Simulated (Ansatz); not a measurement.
Reaction (ligand exchange at the Al–C bond): `CSC#[C][AlH2]` + `NCS` → `NC[S][AlH2]` + `C#CSC`

Computed with Ansatz on PBE0-D4/def2-TZVP structures; ΔE is electronic, products minus reactants. CCSD(T)/CBS is the MP2 limit (def2-TZVPP, def2-QZVPP) plus CCSD(T) − MP2 in def2-TZVPP, frozen cores. One conformer a species, not always the lowest.

`CSC#[C][AlH2]`:

```xyz
10

C     0.853   -1.426    1.792
S    -0.727   -0.547    1.802
C    -0.686    0.212    0.324
C    -0.706    0.793   -0.752
Al   -0.730    1.688   -2.418
H     1.678   -0.720    1.718
H     0.884   -2.139    0.971
H     0.908   -1.957    2.743
H     0.505    1.513   -3.390
H    -1.979    2.583   -2.790
```

`NCS`:

```xyz
8

N    -1.113   -0.064   -0.231
C     0.288    0.279   -0.308
S     0.983    0.747    1.297
H    -1.483   -0.248   -1.156
H    -1.252   -0.894    0.330
H     0.396    1.172   -0.927
H     0.942   -0.493   -0.732
H     1.240   -0.499    1.727
```

`NC[S][AlH2]`:

```xyz
10

N     0.684    1.700   -0.318
C     0.444    0.635    0.620
S    -1.330    0.174    0.614
Al   -1.256   -1.789   -0.303
H     0.603    1.373   -1.272
H     1.611    2.089   -0.191
H     0.656    1.001    1.626
H     1.033   -0.276    0.460
H    -2.612   -2.578   -0.487
H     0.167   -2.329   -0.749
```

`C#CSC`:

```xyz
8

C    -1.810   -0.777   -1.137
C    -1.244   -0.102   -0.314
S    -0.522    0.863    0.848
C     1.212    0.403    0.635
H    -2.309   -1.373   -1.863
H     1.353   -0.657    0.838
H     1.551    0.649   -0.370
H     1.770    0.993    1.364
```

```tsv
species	SCS-MP2/def2-QZVPP energy (Eh)
`CSC#[C][AlH2]`	-756.77475
`NCS`	-493.43282
`NC[S][AlH2]`	-736.06303
`C#CSC`	-514.15950
```

Problem. Work out ΔE.

Solution. ΔE = (-736.06303) + (-514.15950) − (-756.77475) − (-493.43282) = -0.01496 Eh = -39.3 kJ/mol. CCSD(T)/CBS gives -42.1 kJ/mol.

Largest T1 diagnostic among the species: 0.013.

The D4 term adds −3.2 kJ/mol with B3LYP and −1.6 kJ/mol with PBE0; it sums over pairs of atoms, weighted by their polarisabilities, and B3LYP, whose exchange is more repulsive, gets the larger term. In def2-TZVPP, CCSD(T) changes the Hartree–Fock value by −4.9 kJ/mol (the triples alone add −0.4 kJ/mol) and MP2 by −6.4 kJ/mol.

B3LYP here is the variant with VWN-RPA as its local correlation; programs differ in this.
